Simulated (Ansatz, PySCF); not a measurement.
C3H4FNSi, SMILES F[Si@H]1C=CC=N1.

Geometry: ωB97X-D3(BJ)/def2-SVP. The structure was generated by enumeration; whether it is a known compound was not checked.

Vertical ionisation energy (IE) and electron affinity (EA) in eV. Rows of orbital energies are one-electron estimates. Where ΔSCF, EOM or ADC give a negative EA the extra electron is unbound and the value depends on the basis.

| level | IE | EA |
|---|---|---|
| −ε(HOMO), −ε(LUMO), CAM-B3LYP/def2-TZVP (PySCF) | 9.07 | 1.22 |
| −ε(HOMO), −ε(LUMO), PBE/def2-TZVP (PySCF) | 6.20 | 3.34 |
| ΔSCF, CAM-B3LYP/def2-SVPD (Ansatz), final states of multiplicity 2 and 2 | 9.88 | 0.50 |
| ΔSCF, PBE/def2-SVPD (Ansatz), final states of multiplicity 2 and 2 | 9.64 | 0.60 |

### Question
What vertical singlet–triplet gap does ΔSCF give with CAM-B3LYP/def2-SVPD (Ansatz, a quantum-chemistry and plane-wave program) and with PBE/def2-SVPD (Ansatz)? (The exact figures need the calculation; the answer reports its results.)

### Answer
3.10 and 2.87 eV (triplet above singlet where positive).
